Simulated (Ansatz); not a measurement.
Two isomers of CH6GeO2: A = `OC[O][GeH3]`, B = `O[CH2][GeH2][OH]`.

Calculated with Ansatz (gas phase, PBE0-D4/def2-TZVP geometries, no zero-point term in ΔE). CCSD(T)/CBS adds triple-zeta CCSD(T) − MP2 to the extrapolated MP2 energy (def2 sets, frozen cores). DFT in def2-TZVPP. B3LYP here is the variant with VWN-RPA as its local correlation; programs differ in this. For Ge outer-core shells are correlated without core-valence functions, which leaves a few kJ/mol of doubt a bond. Scalar relativity is left out up to krypton. One conformer a species, not always the lowest.

A:

Z-matrix (Å, degrees):
```
C
O 1 1.400
O 1 1.385 2 109.7
H 1 1.104 2 109.8 3 -122.5
H 1 1.097 2 111.4 3 116.8
Ge 2 1.784 1 119.0 3 176.7
H 3 0.962 1 107.8 2 -57.7
H 6 1.541 2 108.8 1 -58.6
H 6 1.529 2 104.4 1 -178.5
H 6 1.540 2 109.1 1 61.4
```

B:

```xyz
10

O     0.5506    0.2180   -1.9044
C    -0.1534    0.6109   -0.7409
Ge    0.1203   -0.7902    0.6097
O    -0.7773   -0.3146    2.0819
H     0.4008    0.8683   -2.5947
H    -1.2313    0.7115   -0.9192
H     0.2090    1.5666   -0.3397
H     1.6175   -0.9379    0.9480
H    -0.4984   -2.1220    0.1657
H    -0.2378    0.1894    2.6935
```

(1) Which isomer does CCSD(T)/CBS put lower? Give the gap. (Best estimate.)

(2) Give E(B) − E(A) in kcal/mol with HF/def2-TZVPP, r2SCAN-D4, B2PLYP, B3LYP-D4, B3LYP, CCSD/def2-TZVPP, BLYP-D4. (Best estimate.)

(3) Does the order hold for the free energy at 298.15 K (harmonic terms from PBE0-D4)? (Best estimate.)

Largest T1 diagnostic: 0.012.

Results:

(1) Computed: B, by 7.7 kcal/mol.

(2) Ansatz gave: HF/def2-TZVPP -3.8, r2SCAN-D4 -5.5, B2PLYP -6.2, B3LYP-D4 -5.7, B3LYP -5.6, CCSD/def2-TZVPP -6.6, BLYP-D4 -5.7. None reverses the order clearly.

(3) Ansatz gave: Yes: G(B) − G(A) = -7.6 kcal/mol, for one conformer each. Modes under 60 cm⁻¹, often nearly free rotors, make the harmonic entropy too high.

In def2-TZVPP, CCSD(T) changes the Hartree–Fock value by −2.8 kcal/mol (the triples alone add +0.0 kcal/mol) and MP2 by −4.1 kcal/mol. Leaving LDA and LC-ωPBE aside and taking each functional with its dispersion term where it has one, the values, not all of them listed here, spread over 2.3 kcal/mol, from PBE-QIDH to B97M-V. LDA lies +2.0 kcal/mol from PBE without D4.
